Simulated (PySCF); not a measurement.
**Radial density of W²⁺ (tungsten, charge +2)**

UHF, [Xe] 4f14 5d3 6p1, one real determinant (an excited configuration). Calculation: PySCF 2.14, in x2c-TZVPPall with one added diffuse shell each of s, p, d, f type (12s8p8d4f1g, 113 functions); the spin-free X2C one-electron Hamiltonian (Gaussian nucleus).

```tsv
r (bohr)	4πr²ρ (e/bohr)	4πr²(ρα − ρβ)
0.0139	102.0	-0.0003
0.0234	88.90	0.0022
0.0393	115.9	0.0127
0.0661	130.9	0.0766
0.111	105.8	0.1773
0.187	114.2	-0.0013
0.314	64.15	0.1946
0.529	62.97	0.0532
0.890	20.29	0.6879
1.50	7.673	2.0906
2.52	1.210	1.0009
4.23	0.3004	0.3001
7.12	0.006556	0.0065
12.0	2.606e-05	0.0000
```

Densities and radii are taken from the X2C orbitals without a picture-change correction, which distorts them close to the nucleus.

⟨L²⟩ = 14.05 against 20 for a pure G term, so this real determinant mixes terms. Spin-orbit coupling, absent here, splits the open shell strongly.
